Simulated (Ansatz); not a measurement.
`C[O][SnH]([F])[Cl]` and `C[O][SnH]([Cl])[Cl]` differ in one atom or group.

Ansatz, PBE0-D4/def2-TZVP geometries, multiplicity 1. Each molecule was computed in one conformer, which needn't be the lowest.

Elements past krypton have def2 core potentials.

```csv
property,`C[O][SnH]([F])[Cl]`
LUMO energy (PBE/def2-TZVPP) / eV,-2.60
HOMO energy (PBE/def2-TZVPP) / eV,-6.87
LUMO energy (B3LYP/def2-TZVPP) / eV,-1.97
HOMO–LUMO gap (ωB97M-V/def2-TZVPP) / eV,11.29
"ideal-gas entropy at 298 K and 1 bar (rigid rotor, harmonic PBE0-D4/def2-TZVP) / J/(mol·K)",383
LUMO energy (PBE0/def2-TZVPP) / eV,-1.63
```

(1) What does the change do to each property? (Estimate.)

## Answers

(1) Computed: 
```csv
property,`C[O][SnH]([Cl])[Cl]`,shift
LUMO energy (PBE/def2-TZVPP) / eV,-2.69,-0.09
HOMO energy (PBE/def2-TZVPP) / eV,-6.81,0.06
LUMO energy (B3LYP/def2-TZVPP) / eV,-2.06,-0.09
HOMO–LUMO gap (ωB97M-V/def2-TZVPP) / eV,11.07,-0.22
"ideal-gas entropy at 298 K and 1 bar (rigid rotor, harmonic PBE0-D4/def2-TZVP) / J/(mol·K)",393,10
LUMO energy (PBE0/def2-TZVPP) / eV,-1.75,-0.12
```

With PBE0 the HOMO rises by 0.08 eV and the LUMO falls by 0.12 eV, so the gap narrows by about 0.20 eV. PBE moves the HOMO by 0.06 eV and ωB97M-V by 0.09 eV. Modes under 60 cm⁻¹, often nearly free rotors, make the harmonic entropy too high.

B3LYP here is the variant with VWN-RPA as its local correlation; programs differ in this.
